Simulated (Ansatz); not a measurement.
Program: Ansatz. Geometries: PBE0-D4/def2-TZVP. ΔE: electronic, gas phase. CCSD(T)/CBS adds triple-zeta CCSD(T) − MP2 to the extrapolated MP2 energy (def2 sets, frozen cores). DFT in def2-TZVPP. def2 core potentials past Kr. For In outer-core shells are correlated without core-valence functions, which leaves a few kJ/mol of doubt a bond. Each species was taken in one conformer, which may not be the lowest.

Reaction (substitution at a C–C bond): `CCCC(O)CC` + `C[NH][InH][F]` → `C[N](C)[InH][F]` + `CCC(O)CC`

`CCCC(O)CC`:

```xyz
21

C    -1.965   -2.041    1.551
C    -1.451   -0.662    1.176
C    -0.229   -0.715    0.275
C     0.270    0.652   -0.167
O    -0.732    1.364   -0.879
C     1.559    0.560   -0.969
C     2.135    1.914   -1.340
H    -2.254   -2.609    0.661
H    -2.839   -1.980    2.203
H    -1.200   -2.622    2.074
H    -2.238   -0.090    0.677
H    -1.200   -0.102    2.084
H    -0.455   -1.311   -0.622
H     0.586   -1.240    0.787
H     0.452    1.266    0.724
H    -0.939    0.862   -1.673
H     1.362   -0.029   -1.875
H     2.290   -0.015   -0.389
H     1.408    2.505   -1.900
H     2.403    2.483   -0.446
H     3.035    1.810   -1.951
```

`C[NH][InH][F]`:

```xyz
9

C    -0.900    0.803    0.517
N    -0.100    0.370   -0.608
In    1.205   -1.124   -0.574
F     1.142   -1.809    1.265
H    -0.703    1.847    0.787
H    -1.976    0.704    0.322
H    -0.670    0.191    1.391
H    -0.263    0.895   -1.451
H     2.264   -1.876   -1.648
```

`C[N](C)[InH][F]`:

Cartesian coordinates in Å:
```
C -1.214 -0.030 0.652
N 0.036 0.030 -0.062
C -0.017 0.848 -1.244
In 1.650 -0.946 0.573
F 1.085 -1.866 2.213
H -2.017 -0.442 0.022
H -1.538 0.970 0.978
H -1.123 -0.661 1.538
H -0.766 0.477 -1.961
H 0.947 0.870 -1.759
H -0.288 1.888 -1.006
H 3.244 -1.138 0.058
```

`CCC(O)CC`:

Cartesian coordinates in Å:
```
C -1.868 -1.127 -1.327
C -0.696 -0.172 -1.195
C -0.131 -0.100 0.215
O 0.302 -1.374 0.666
C 0.975 0.938 0.338
C 1.490 1.104 1.756
H -1.591 -2.131 -1.001
H -2.708 -0.801 -0.707
H -2.220 -1.187 -2.359
H 0.113 -0.471 -1.877
H -0.994 0.835 -1.505
H -0.942 0.166 0.906
H 1.019 -1.660 0.091
H 0.600 1.894 -0.042
H 1.797 0.647 -0.331
H 0.697 1.462 2.419
H 1.847 0.153 2.155
H 2.310 1.823 1.799
```

(1) Is it downhill or uphill in electronic energy at CCSD(T)/CBS, and by how much? (An estimate is asked.)

(2) What do these levels give: r2SCAN0-D4, ωB97X-V, BLYP, PBE0, CCSD(T)/def2-SVP, MP2/def2-TZVPP? (Estimate.)

Largest T1 diagnostic among the species: 0.016.

Results:

(1) Ansatz gave: Uphill: ΔE = +6.5 kcal/mol.

(2) Computed: r2SCAN0-D4 6.6, ωB97X-V 6.5, BLYP 5.7, PBE0 6.6, CCSD(T)/def2-SVP 4.6, MP2/def2-TZVPP 6.2 kcal/mol.

From BLYP to BHLYP (50 % exact exchange), in def2-TZVPP and without D4, ΔE moves by +1.2 kcal/mol. At CCSD(T), def2-SVP lies −1.8 kcal/mol from the extrapolated value and def2-TZVPP −0.3 kcal/mol. Leaving LDA and LC-ωPBE aside and taking each functional with its dispersion term where it has one, the values, not all of them listed here, spread over 1.8 kcal/mol, from BLYP-D4 to ωB97M-V.
